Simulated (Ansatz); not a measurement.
Consider the formal exchange of groups at a Ge–Si bond: `[OH][GeH2][SiH](O)O` + `C#C[SiH3]` → `[OH][GeH2][C]#C[SiH3]` + `O[SiH2]O`.

Program: Ansatz. Geometries: PBE0-D4/def2-TZVP. ΔE: electronic, gas phase. CBS: MP2 limit from def2 TZ/QZ plus the TZ coupled-cluster correction, frozen cores. Functionals use def2-TZVPP. For Ge outer-core shells are correlated without core-valence functions, which leaves a few kJ/mol of doubt a bond. Scalar relativity is left out up to krypton. One conformer a species, not always the lowest.

| level | ΔE (kJ/mol) |
| --- | --- |
| PBE0-D4 | -5.6 |
| CCSD/def2-TZVPP | -22.5 |

(1) What does CCSD(T)/CBS give? (Estimate.)

Largest T1 diagnostic among the species: 0.013.

Answers

(1) The calculation gave: -15.2 kJ/mol. The listed levels differ from it by 9.6, -7.3 kJ/mol.

From PBE to PBE0 (25 % exact exchange), in def2-TZVPP and without D4, ΔE moves by −5.4 kJ/mol. In def2-TZVPP, CCSD(T) changes the Hartree–Fock value by +13.0 kJ/mol (the triples alone add +0.8 kJ/mol) and MP2 by +7.0 kJ/mol. The D4 term adds +4.9 kJ/mol with B3LYP and +2.6 kJ/mol with PBE0; it sums over pairs of atoms, weighted by their polarisabilities, and B3LYP, whose exchange is more repulsive, gets the larger term.

B3LYP here is the variant with VWN-RPA as its local correlation; programs differ in this.
